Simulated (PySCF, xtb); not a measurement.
BHN, SMILES B=[N] (connectivity only; charge and spin as stated), charge -1, multiplicity 1.

GFN2-xTB in xtb at its own geometry gives an orbital gap of 6.05 eV.

Geometry: B3LYP-D3(BJ)/def2-TZVPD. The multiplicity is an assumed one; other spin states were not compared. The isomer is the one that the SMILES or the coordinates give; other isomers of the formula were not compared.

### Question
What does B3LYP/def2-TZVPD (PySCF) give? (The exact figures need the calculation; the answer reports its results.)

### Answer
gap 4.34 eV (levels -0.36 and 3.98 eV).
